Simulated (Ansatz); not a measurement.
Job for Ansatz (an electronic-structure program): R-CCSD(T)/def2-TZVPP on CH4OSn (SMILES [CH3][Sn][OH]), a point of a torsion scan. Elements past Kr take the def2 small-core potentials; no spin–orbit coupling. The run froze 11 orbitals, filled d shells among them.

Ansatz 0.2 input:
```yaml
crystal:
  periodic: [false, false, false]
  atoms:
    - {symbol: C, position_ang: [-1.01095647, -0.04892189, -0.01614136]}
    - {symbol: Sn, position_ang: [0.55566815, 1.54697595, -0.40224390]}
    - {symbol: O, position_ang: [2.10359911, 0.35772894, 0.23362094]}
    - {symbol: H, position_ang: [-1.10222925, -0.70580031, -0.88471111]}
    - {symbol: H, position_ang: [-2.00795865, 0.34100074, 0.20153625]}
    - {symbol: H, position_ang: [-0.69795240, -0.66936954, 0.82392646]}
    - {symbol: H, position_ang: [3.00081998, 0.40670340, -0.08489884]}
basis:
  gaussian:
    orbitals: def2-TZVPP
magnetization: {spin_polarized: false}
correlation: {method: ccsd_t, electrons: outside_noble_gas}
scf: {lower_state_search: off}
```

It printed:

```
WARN ansatz: RAYON_NUM_THREADS=1 ignored (pool sized by the plan → 1); use --threads N
Functional definition: HF
these checks for a lower state are left out or cut short: stability, starts, cluster_reference, orbital_swaps, neighbouring_geometries, increment
integrals: 0.48 GiB planned
1171 factors; integrals over basis functions are off by at most 1.0e-3 eV
mean field: 0.47 GiB planned
mean field evaluation 1: about -8932.5301 eV, gradient 5.0e1 eV
mean field evaluation 2: about -8932.6224 eV, gradient 5.0e1 eV
mean field evaluation 4: about -8937.9700 eV, gradient 4.4e0 eV
mean field evaluation 8: about -8938.0709 eV, gradient 4.3e-1 eV
mean field evaluation 16: about -8938.0727 eV, gradient 1.5e-6 eV
mean field -8938.07268277 eV, -328.4681126487 hartree, gradient 1.5e-6 eV, S^2 0.000000; 0 other end points of the search recorded, 0 dependent functions left out
11 core orbitals not correlated
reference -8938.07268277 eV, -328.4681126487 hartree; 9, 9 occupied and 148, 148 virtual orbitals, 1171 factors
second order -14.02880480 eV of doubles, -0.00000000 eV of singles
coupled cluster: 1.45 GiB planned
cycle   1  -14.18646585 eV  change   -1.6e-1 eV  update   1.0e-1
cycle   2  -14.54495540 eV  change   -3.6e-1 eV  update   3.7e-2
cycle   3  -14.67066595 eV  change   -1.3e-1 eV  update   2.3e-2
cycle   4  -14.66412660 eV  change    6.5e-3 eV  update   6.6e-3
cycle   5  -14.66058609 eV  change    3.5e-3 eV  update   3.5e-3
cycle   6  -14.66152745 eV  change   -9.4e-4 eV  update   1.4e-3
cycle   7  -14.66112422 eV  change    4.0e-4 eV  update   6.4e-4
cycle   8  -14.66100491 eV  change    1.2e-4 eV  update   2.2e-4
cycle   9  -14.66112102 eV  change   -1.2e-4 eV  update   1.0e-4
cycle  10  -14.66111818 eV  change    2.8e-6 eV  update   4.6e-5
cycle  11  -14.66110585 eV  change    1.2e-5 eV  update   2.6e-5
cycle  12  -14.66112585 eV  change   -2.0e-5 eV  update   1.2e-5
perturbative correction -0.56956257 eV, -0.0209310383 hartree
Total energy: -8953.30337119 eV, -329.0278301242 hartree
Checks for a lower state left out: stability, starts, cluster_reference, orbital_swaps, neighbouring_geometries, increment
```

Self-consistency was reached.

Cost: roughly 21 core-seconds.
